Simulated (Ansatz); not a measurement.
Mulliken charges of CH4OSZn (`O[CH2][Zn][SH]`) from PBE/def2-TZVPP in Ansatz (PBE0-D4/def2-TZVP geometry).

```
atom   x (Å)   y (Å)   z (Å)  charge (e)
  O1  -0.459   1.447  -1.329      -0.307
  C2   0.345   1.039  -0.226      -0.107
 Zn3   0.249  -0.893   0.156       0.198
  S4   0.104  -3.042   0.492      -0.289
  H5  -1.382   1.365  -1.082       0.191
  H6   0.134   1.638   0.669       0.099
  H7   1.377   1.267  -0.507       0.112
  H8  -0.276  -2.878   1.772       0.103
```

By hand: the dipole of these point charges (1 e Å = 4.8032 D).

Σ q r = (-0.002, 0.415, 0.306) e Å, of length 0.516 e Å = 2.48 D.

How does the dipole of the full density compare? (Best estimate.)

Computed: (-0.147, 0.293, 0.303) e Å, 2.14 D; the point charges give 1.16 times that, at 21° from its direction.

Point charges leave out the atoms' own dipoles, such as those of lone pairs, and Mulliken's split depends on the basis, so the two needn't agree.
